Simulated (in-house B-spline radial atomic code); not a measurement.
Values are calculated unless marked as measured or tabulated.
What the choice of pseudopotential does to G0W0 on PBE: Se⁺

All numbers come from a B-spline radial code for spherical atoms, non-relativistic, configuration [Ar] 3d10 4s2 4p3, open shells at high spin. Semilocal Troullier-Martins pseudo-atoms, one channel per l, are made with PBE or LDA for several valence sets and radii, with or without a model core, and set against the all-electron atom. One channel fits only the lowest state of its l, so a second state of that l is approximate. All electrons give 4p up: PBE -16.416 eV, G0W0 -21.352 eV, 4s down: PBE -24.431 eV, G0W0 -29.263 eV. Potentials are made in the ion's own configuration unless the neutral atom is named, and a smooth local potential serves every l without a channel. Potentials that miss their own reference levels by more than 6 millihartree, or need radii over 3.5 bohr, are left out. Columns give pseudo minus all-electron, in eV; a dash marks a level in the core or of low weight.

```csv
valence,made with,radii (bohr),model core (bohr),4p up PBE,4p up G0W0,4s down PBE,4s down G0W0
4s 4p,PBE,s 1.22 p 1.40 d 2.69,none,-0.02,+0.09,+0.25,+0.46
4s 4p,"PBE, neutral atom",s 1.39 p 1.64,1.17,0.00,+0.03,-0.01,+0.01
4s 4p,PBE,s 1.52 p 1.75 d 3.37,1.19,0.00,+0.13,0.00,+0.20
4s 4p,"PBE, neutral atom",s 1.78 p 2.09,1.17,0.00,+0.07,-0.02,+0.06
3d 4s 4p,"PBE, neutral atom",s 1.39 p 1.64 d 1.21,none,-0.01,-0.37,+0.11,-0.32
3d 4s 4p,"PBE, neutral atom",s 2.01 p 2.36 d 1.75,none,+0.02,-0.45,-0.03,-0.58
3d 4s 4p,"PBE, neutral atom",s 1.55 p 1.82 d 1.34,0.28,0.00,-0.37,0.00,-0.44
3d 4s 4p,"PBE, neutral atom",s 1.78 p 2.09 d 1.54,0.28,+0.01,-0.40,-0.04,-0.52
3p 3d 4s 4p,"PBE, neutral atom",s 1.39 p 0.45 d 1.21,none,-0.11,0.00,-0.02,-1.35
3p 3d 4s 4p,"PBE, neutral atom",s 1.55 p 0.51 d 1.34,none,-0.08,+0.04,-0.02,-1.35
3p 3d 4s 4p,"PBE, neutral atom",s 2.01 p 0.66 d 1.75,none,-0.08,+0.05,-0.10,-1.83
3p 3d 4s 4p,"PBE, neutral atom",s 1.24 p 0.40 d 1.07,0.27,-0.16,-0.06,-0.05,-1.52
3p 3d 4s 4p,"PBE, neutral atom",s 1.55 p 0.51 d 1.34,0.27,-0.08,+0.05,-0.03,-1.36
3p 3d 4s 4p,"PBE, neutral atom",s 2.01 p 0.66 d 1.75,0.27,-0.08,+0.06,-0.12,-1.85
```

Task: How does the G0W0 shift of 4p up, which all sets hold, depend on the valence set?

Result: Mean size: 3p 3d 4s 4p: 0.04 eV; 4s 4p: 0.08 eV; 3d 4s 4p: 0.40 eV. A larger valence set can do worse when it takes only part of a shell, whose exchange with the frozen rest is then left to the functional. The means mix radii and the functional used in making the potentials.
